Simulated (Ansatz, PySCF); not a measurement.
Reaction (SMILES): [Cl][Al]([Cl])[Cl] → [Cl][Al][Cl] + Cl atom (the Al-Cl bond at the site shown breaks; other sites are not compared here)
Structures are relaxed separately at B3LYP-D3(BJ)/def2-TZVP in Ansatz (an electronic-structure program).
Geometry of the first species:
```
Al
Cl 1 2.0764
Cl 1 2.0764 2 120.00
Cl 1 2.0764 2 120.00 3 -180.00
```
Charge 0, spin multiplicity 1.

Property: bond dissociation energy (0 K, with B3LYP-D3(BJ) harmonic zero-point energies from PySCF), in kJ/mol. Valence correlation only, unless marked. Open shells are spin-unrestricted. Spin-orbit coupling is left out. No relativistic terms. CBS marks a two-point X^-3 extrapolation of the correlation energy; Hartree-Fock from the larger set.

Level to compare with: CCSD(T)/CBS(cc-pV(T+d)Z,cc-pV(Q+d)Z) (Ansatz), 491.4 kJ/mol. It is a level with limits of its own, and the differences hold the functionals' basis error too.

**Question.** Rank these functionals by how close they come to CCSD(T)/CBS(cc-pV(T+d)Z,cc-pV(Q+d)Z), closest first: r2SCANh/def2-TZVPD (Ansatz); wB97X-V/def2-TZVPD (Ansatz); B3LYP/def2-TZVPD (Ansatz).

**Answer.** wB97X-V/def2-TZVPD (range-separated hybrid with VV10, 485.7 kJ/mol, difference -5.7), r2SCANh/def2-TZVPD (hybrid meta-GGA, 471.2 kJ/mol, difference -20.2), B3LYP/def2-TZVPD (global hybrid, 453.2 kJ/mol, difference -38.2)
